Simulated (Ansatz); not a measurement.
Two isomers of C3H7BO: A = `C=COBC`, B = `B/C=C/CO`.

Gas-phase electronic energies from Ansatz, PBE0-D4/def2-TZVP geometries. CBS: MP2 limit from def2 TZ/QZ plus the TZ coupled-cluster correction, frozen cores. DFT in def2-TZVPP. B3LYP here is the variant with VWN-RPA as its local correlation; programs differ in this. One conformer a species, not always the lowest.

Question: Which is lower in electronic energy at CCSD(T)/CBS, and by how much? (Estimate.)

Answer: Computed: A, by 170.4 kJ/mol.

Question: Give E(B) − E(A) in kJ/mol with PBE0-D4, r2SCAN-D4, PBE-D4, B3LYP, CCSD/def2-TZVPP, B3LYP-D4, CCSD(T)/def2-TZVPP. (Estimate.)

Answer: Computed: PBE0-D4 171.1, r2SCAN-D4 177.5, PBE-D4 172.6, B3LYP 172.2, CCSD/def2-TZVPP 169.9, B3LYP-D4 174.2, CCSD(T)/def2-TZVPP 170.7. None reverses the order clearly.

Largest T1 diagnostic: 0.013.

In def2-TZVPP, CCSD(T) changes the Hartree–Fock value by +8.2 kJ/mol (the triples alone add +0.9 kJ/mol) and MP2 by +8.6 kJ/mol.
